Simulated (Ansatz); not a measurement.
SiH2Me(OMe) (C₂H₈OSi) was relaxed with r2SCAN-D4 (def2-SVP) in Ansatz in these states: charge +1 doublet, neutral singlet. The geometries follow in no particular order.

A:

Cartesian coordinates in Å:
```
Si 0.198 0.487 -0.495
H 0.907 -0.108 -1.675
H -0.943 1.312 -1.015
C 1.357 1.520 0.532
H 1.777 2.348 -0.060
H 2.192 0.908 0.908
H 0.830 1.949 1.399
O -0.383 -0.728 0.492
C -1.293 -1.711 0.060
H -2.246 -1.270 -0.291
H -1.519 -2.380 0.906
H -0.878 -2.327 -0.761
```

B:

```csv
atom,x (Å),y (Å),z (Å)
Si1,0.904,-0.639,-0.018
H2,1.754,-1.251,1.031
H3,0.674,-1.395,-1.272
C4,1.421,1.173,-0.329
H5,2.430,1.045,-0.764
H6,1.465,1.724,0.620
H7,0.729,1.632,-1.048
O8,-0.609,-0.404,0.767
C9,-1.912,-0.460,0.297
H10,-1.993,-0.746,-0.763
H11,-2.409,0.505,0.530
H12,-2.455,-1.184,0.949
```

Judge from the bond lengths which geometry belongs to which state (an estimate).

A is the neutral singlet (Si1–O8 1.670 Å, Si1–C4 1.861 Å, O8–C9 1.408 Å); B is the charge +1 doublet (Si1–O8 1.720 Å, Si1–C4 1.909 Å, O8–C9 1.387 Å).
